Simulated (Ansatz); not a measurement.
The molecule SnSb, multiplicity 4 (lowest of 2S+1 = 2, 4 at CCSD(T)/def2-TZVPP on PBE0 minima; our sources give no spin for the ground state, which may be another). No spin–orbit coupling.

Seven points along R, fitted to fifth degree in 1/R; most abundant isotopes. In def2 and cc sets the state is the lowest found near the PBE0 minimum, followed along R.

The values were computed with Ansatz (Gaussian orbitals). Each number belongs to the level named beside it. In def2 rows elements past Kr take small-core potentials, without spin–orbit coupling.

Energies at CAM-B3LYP/def2-TZVPP:

```csv
R (Å),E (hartree)
2.703768,-454.48163539
2.776450,-454.48495376
2.843318,-454.48649847
2.918907,-454.48685927
2.994496,-454.48606027
3.081714,-454.48403625
3.183469,-454.48058372
```

Task: With a reduced mass of 60.2005 u, find the minimum, the force constant and the constants.

Result: A fifth-degree polynomial in 1/R puts the minimum at r_e = 2.9019 Å with force constant 93.2 N/m. Then ω_e = (1/2πc)√(k/μ) = 162 cm⁻¹ and B_e = h/(8π²cμr_e²) = 0.03325 cm⁻¹; the cubic and quartic terms give α_e = 8.9e-5 and ω_e x_e = 0.30 cm⁻¹.

Ansatz is a program for electronic structure.
